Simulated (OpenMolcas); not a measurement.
**Os6+: effect of correlating more closed shells**

```
Program             : OpenMolcas
Basis               : ANO-RCC-VTZP [8s7p5d3f2g1h]
Scalar Hamiltonian  : DKH2, point nucleus
Active space        : 2 electrons in 5 orbitals (5d)
State averaging     : 2S+1 = 3 even, 10 roots; 2S+1 = 1 even, 15 roots
Spin-orbit coupling : state interaction with AMFI integrals over the reference wave functions, term energies averaged over their components
```

Methods on the same reference wave functions:
A. CASSCF
B. SS-CASPT2, IPEA 0.25 Eh, imaginary shift 0.1 Eh (closed shells correlated: none)
C. SS-CASPT2, IPEA 0.25 Eh, imaginary shift 0.1 Eh (closed shells correlated: 5s 5p)
D. SS-CASPT2, IPEA 0.25 Eh, imaginary shift 0.1 Eh (closed shells correlated: 4f 5s 5p)

Energies in cm⁻¹ above 5d² ³F₂, the measured ground level; measured values from van het Hof, Joshi, Wyart and Sugar, J. Res. Natl. Inst. Stand. Technol. 100, 687 (1995).

```csv
Level,A,B,C,D,Measured
5d² ³F₂,0.0,0.0,0.0,0.0,0.0
5d² ³F₃,10284,10550,10610,10630,10308
5d² ³P₀,17985,16710,16390,16070,15837
5d² ³F₄,18513,18610,18530,18510,
5d² ³P₁,24195,23420,22980,22660,22098
5d² ¹G₄,33605,32830,32120,31960,31274
5d² ³P₂ [56 %],35603,34330,33910,33700,33127
5d² ¹S₀,63762,57880,58600,58250,57710
```

Deviations, from unrounded energies. A percentage is the sum of absolute deviations over the sum of measured energies, with the sign that they share, or ± where signs differ.

```
                        Against measurement  Levels     A     B     C     D
             mean absolute deviation (cm-1)       6  2500   890   710   490
      fine structure of the ground term (%)       1  -0.2  +2.4  +2.9  +3.1
other terms of the ground configuration (%)       5  +9.4  +3.2  +2.5  +1.6
```

D lies closest to measurement on these levels and A furthest from it. The largest miss of D in the table is 5d² ¹G₄, by +690 cm-1. The ranking rests on the paired levels alone, and a cruder setting can come out closer through cancelling errors.

Among B to D the level of the table that moves most is 5d² ¹G₄, by 870 cm-1 (lowest in D, highest in B). Moves below CASPT2's spread within the term are not significant.

The mean deviations of B to D differ by less than CASPT2's widest spread within a term (620 cm-1), so their order carries little weight.

From A to B the spin-free energies of the other terms of 5d² shown, above ³F, scale by factors of 0.86 to 0.94, as is usual when dynamic correlation screens the repulsion within a d or f shell.

The lowest spin-free term lies below A's lowest term by 0.004 hartree in B, 0.219 hartree in C, 1.013 hartree in D.

What an inner shell adds also hangs on whether the basis holds functions to correlate it.

CASPT2 does not keep the components of a term degenerate, so their means are used; among the terms shown or strongly mixed into the levels shown the widest spread is 620 cm-1 (5d² ¹G, D). Without dynamic correlation excited terms often stand tens of per cent too high (terms of higher spin than the ground term too low), and those without a measured partner can miss by more than the paired ones (holds for A). Computed and measured levels are paired by configuration, term and J; levels that our copy of the source lacks, or whose pairing is in doubt (as where it misses far off the trend of its configuration), stay unpaired and out of the deviations. Levels of configurations outside the active space are missing. Levels that lie high or do not pair safely by name in every column are left out.

A share in square brackets marks a mixed level and gives the weight of the term that names it, the lowest over the columns.
